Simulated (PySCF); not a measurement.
## Vibration and rotation of CsIn

PBE0 constants of CsIn, ¹Σ⁺ (singlet), closed shell, a second solution, started from another occupation (PySCF, scalar-relativistic core potentials, basis sets Cs def2-SVPD with ECP46, In def2-SVPD with ECP28; masses 132.9054 and 114.9039 u):

* ωe: 61.5 cm⁻¹
* ωexe: 0.112 cm⁻¹
* Be: 0.01578 cm⁻¹
* αe: 4.42e-05 cm⁻¹
* D (centrifugal): 4.15e-09 cm⁻¹

Task: Give the vibrational terms G(v) and spacings up to v = 6.

Result: G(v) = ωe(v+½) − ωexe(v+½)².

```
v  G(v) (cm⁻¹)  G(v) − G(v−1)  Bv (cm⁻¹)
0         30.7                   0.01576
1         92.0           61.3    0.01571
2        153.1           61.1    0.01567
3        213.9           60.8    0.01563
4        274.5           60.6    0.01558
5        334.9           60.4    0.01554
6        395.0           60.2    0.01549
```

Closed-shell solutions of metal pairs were not tested for spin polarisation, which can lower them a little. Spin–orbit coupling is left out, which matters for elements this heavy, above all for dissociation energies.
